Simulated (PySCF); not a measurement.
FeCl₄, SMILES [Cl][Fe-]([Cl])([Cl])[Cl] (connectivity only; charge and spin as stated), charge -1, multiplicity 6.

Geometry optimised at B3LYP-D3(BJ)/def2-SVPD. The multiplicity is an assumed one; no other spin state was optimised. The isomer is the one that the SMILES or the coordinates give; other isomers of the formula were not compared.

The numbers are results of PySCF with PBE/def2-SVPD, not measurements.

Isolated molecule, no solvent.

```
Property                                                              Value
------------------------------------------------  -------------------------
total energy                                            -3103.14798 hartree
point group                                                             C3v
α spin, highest occupied and lowest empty level           -2.85 and 2.75 eV
β spin, highest occupied and lowest empty level          -3.20 and -1.18 eV
dipole moment about the centre of nuclear charge                     0.00 D
mean static polarisability                           118.7 bohr³ (17.58 Å³)
polarisability, principal values                  118.7, 118.7, 118.7 bohr³
⟨S²⟩                                                8.756 (pure state 8.75)
```
